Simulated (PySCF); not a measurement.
A calculated (PW91, PySCF 2.14, cc-pVDZ-X2C, the spin-free X2C one-electron Hamiltonian (Gaussian nucleus)) atom or ion has these occupied shells.

```json
{"shell": "1s α", "electrons": "1", "orbital energy (eV)": "-40176.8", "rms radius, mean of both spins (bohr)": "0.0280"}
{"shell": "1s β", "electrons": "1", "orbital energy (eV)": "-40176.8", "rms radius, mean of both spins (bohr)": "0.0280"}
{"shell": "2s α", "electrons": "1", "orbital energy (eV)": "-6428.4", "rms radius, mean of both spins (bohr)": "0.114"}
{"shell": "2s β", "electrons": "1", "orbital energy (eV)": "-6428.4", "rms radius, mean of both spins (bohr)": "0.114"}
{"shell": "2p α", "electrons": "3", "orbital energy (eV)": "-5764.3", "rms radius, mean of both spins (bohr)": "0.102"}
{"shell": "2p β", "electrons": "3", "orbital energy (eV)": "-5764.3", "rms radius, mean of both spins (bohr)": "0.102"}
{"shell": "3s α", "electrons": "1", "orbital energy (eV)": "-1378.9", "rms radius, mean of both spins (bohr)": "0.297"}
{"shell": "3s β", "electrons": "1", "orbital energy (eV)": "-1378.5", "rms radius, mean of both spins (bohr)": "0.297"}
{"shell": "3p α", "electrons": "3", "orbital energy (eV)": "-1166.9", "rms radius, mean of both spins (bohr)": "0.297"}
{"shell": "3p β", "electrons": "3", "orbital energy (eV)": "-1166.5", "rms radius, mean of both spins (bohr)": "0.297"}
{"shell": "3d α", "electrons": "5", "orbital energy (eV)": "-862.27", "rms radius, mean of both spins (bohr)": "0.275"}
{"shell": "3d β", "electrons": "5", "orbital energy (eV)": "-861.96", "rms radius, mean of both spins (bohr)": "0.275"}
{"shell": "4s α", "electrons": "1", "orbital energy (eV)": "-274.01", "rms radius, mean of both spins (bohr)": "0.678"}
{"shell": "4s β", "electrons": "1", "orbital energy (eV)": "-272.79", "rms radius, mean of both spins (bohr)": "0.678"}
{"shell": "4p α", "electrons": "3", "orbital energy (eV)": "-204.78", "rms radius, mean of both spins (bohr)": "0.721"}
{"shell": "4p β", "electrons": "3", "orbital energy (eV)": "-203.54", "rms radius, mean of both spins (bohr)": "0.721"}
{"shell": "4d α", "electrons": "5", "orbital energy (eV)": "-104.45", "rms radius, mean of both spins (bohr)": "0.808"}
{"shell": "4d β", "electrons": "5", "orbital energy (eV)": "-103.18", "rms radius, mean of both spins (bohr)": "0.808"}
{"shell": "5s α", "electrons": "1", "orbital energy (eV)": "-37.755", "rms radius, mean of both spins (bohr)": "1.64"}
{"shell": "5s β", "electrons": "1", "orbital energy (eV)": "-36.873", "rms radius, mean of both spins (bohr)": "1.64"}
{"shell": "5p α", "electrons": "3", "orbital energy (eV)": "-21.045", "rms radius, mean of both spins (bohr)": "1.93"}
{"shell": "5p β", "electrons": "3", "orbital energy (eV)": "-20.350", "rms radius, mean of both spins (bohr)": "1.93"}
{"shell": "6s α", "electrons": "1", "orbital energy (eV)": "-3.511", "rms radius, mean of both spins (bohr)": "4.87"}
{"shell": "6s β", "electrons": "1", "orbital energy (eV)": "-3.393", "rms radius, mean of both spins (bohr)": "4.87"}
{"shell": "4f α", "electrons": "2", "orbital energy (eV)": "-1.322", "rms radius, mean of both spins (bohr)": "1.59"}
```

Task: Name the element and its charge.

Result: Ce (cerium, neutral), in [Xe] 4f2 6s2, one real determinant (an excited configuration).
